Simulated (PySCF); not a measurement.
PySCF input (BP86/def2-SVP):

```python
from pyscf import gto, dft

mol = gto.M(
    atom='''
    B     0.00005100    0.01358400    0.82045500
    B    -0.00005100   -0.01358400   -0.82045500
    H     1.01557100    0.03272400    1.49609700
    H    -1.01538500    0.01682300    1.49648600
    H     1.01538500   -0.01682300   -1.49648600
    H    -1.01557100   -0.03272400   -1.49609700
    ''',
    basis='def2-svp',
    charge=-1,
    spin=1,
    verbose=4,
)

mf = dft.UKS(mol, xc='bp86')
mf.grids.level = 3
mf.conv_tol = 1e-9
mf.max_cycle = 100
mf.max_memory = 1500
mf.kernel()
if not mf.converged:
    mf = mf.newton()
    mf.kernel(mf.make_rdm1())
mo, _, stable, _ = mf.stability(return_status=True)
if not stable:
    mf.kernel(mf.make_rdm1(mo, mf.mo_occ))
    stable = mf.stability(return_status=True)[2]
mf.dip_moment()
```

From the output:

```
small_rho_cutoff = 0
Set gradient conv threshold to 3.16228e-05
tot grids = 67328
init E= -51.739834137184
  alpha nocc = 8  HOMO = -0.223819836154184  LUMO = -0.0770238435228006
  beta  nocc = 7  HOMO = -0.342226389770976  LUMO = -0.223819836154183

WARN: HOMO -0.223819836154184 >= LUMO -0.223819836154183

cycle= 1 E= -51.9250436551263  delta_E= -0.185  |g|= 0.287  |ddm|= 1.62
  alpha nocc = 8  HOMO = 0.147356268376121  LUMO = 0.299538323795972
  beta  nocc = 7  HOMO = 0.121222219706019  LUMO = 0.191763886125122
  HOMO = 0.147356268376  LUMO = 0.191763886125  gap/eV = 1.20839
cycle= 2 E= -51.9036235637374  delta_E= 0.0214  |g|= 0.35  |ddm|= 1.27
  alpha nocc = 8  HOMO = 0.057587073620768  LUMO = 0.234512749431175
  beta  nocc = 7  HOMO = -0.00374044829603148  LUMO = 0.104982927043523
  HOMO = 0.0575870736208  LUMO = 0.104982927044  gap/eV = 1.28971
cycle= 3 E= -52.008319424544  delta_E= -0.105  |g|= 0.0134  |ddm|= 0.724
  alpha nocc = 8  HOMO = 0.0550083430202339  LUMO = 0.231015603123414
  beta  nocc = 7  HOMO = -0.00765505624588281  LUMO = 0.103559459480958
  HOMO = 0.0550083430202  LUMO = 0.103559459481  gap/eV = 1.32114
cycle= 4 E= -52.0084604157805  delta_E= -0.000141  |g|= 0.0033  |ddm|= 0.0399
  alpha nocc = 8  HOMO = 0.0546287770417417  LUMO = 0.2313592747066
  beta  nocc = 7  HOMO = -0.00804378190950583  LUMO = 0.10358931794727
  HOMO = 0.0546287770417  LUMO = 0.103589317947  gap/eV = 1.33228
cycle= 5 E= -52.0084688301784  delta_E= -8.41e-06  |g|= 0.000429  |ddm|= 0.0063
  alpha nocc = 8  HOMO = 0.0545457171311798  LUMO = 0.231357231779115
  beta  nocc = 7  HOMO = -0.00806315981827366  LUMO = 0.103604449458733
  HOMO = 0.0545457171312  LUMO = 0.103604449459  gap/eV = 1.33496
cycle= 6 E= -52.0084690057001  delta_E= -1.76e-07  |g|= 9.08e-05  |ddm|= 0.00111
  alpha nocc = 8  HOMO = 0.0545366473162781  LUMO = 0.231371201164098
  beta  nocc = 7  HOMO = -0.00807702543751532  LUMO = 0.10360912279302
  HOMO = 0.0545366473163  LUMO = 0.103609122793  gap/eV = 1.33533
cycle= 7 E= -52.0084690162343  delta_E= -1.05e-08  |g|= 1.39e-05  |ddm|= 0.000308
  alpha nocc = 8  HOMO = 0.0545401711874702  LUMO = 0.231374503103776
  beta  nocc = 7  HOMO = -0.00807253372048367  LUMO = 0.103613390175461
  HOMO = 0.0545401711875  LUMO = 0.103613390175  gap/eV = 1.33535
cycle= 8 E= -52.0084690165308  delta_E= -2.97e-10  |g|= 1.17e-06  |ddm|= 5.48e-05
  alpha nocc = 8  HOMO = 0.0545398202040079  LUMO = 0.231374171342634
  beta  nocc = 7  HOMO = -0.00807249411258182  LUMO = 0.103612948103111
  HOMO = 0.054539820204  LUMO = 0.103612948103  gap/eV = 1.33535
Extra cycle  E= -52.0084690165327  delta_E= -1.95e-12  |g|= 5.8e-07  |ddm|= 5.08e-06
converged SCF energy = -52.0084690165327  <S^2> = 0.75228513  2S+1 = 2.0022838
uhf_internal: lowest eigs of H = [0.3287834  0.33245301 0.38085606]
<class 'pyscf.dft.uks.UKS'> wavefunction is stable in the internal stability analysis

WARN: System has nonzero charge -1; the dipole moment is origin-dependent.
Location of origin: [0. 0. 0.]

Dipole moment(X, Y, Z, Debye): -0.00000,  0.00000,  0.00000
```

The dipole moment of an ion depends on the origin.

The geometry given is a B3LYP-D3(BJ)/def2-TZVP minimum.
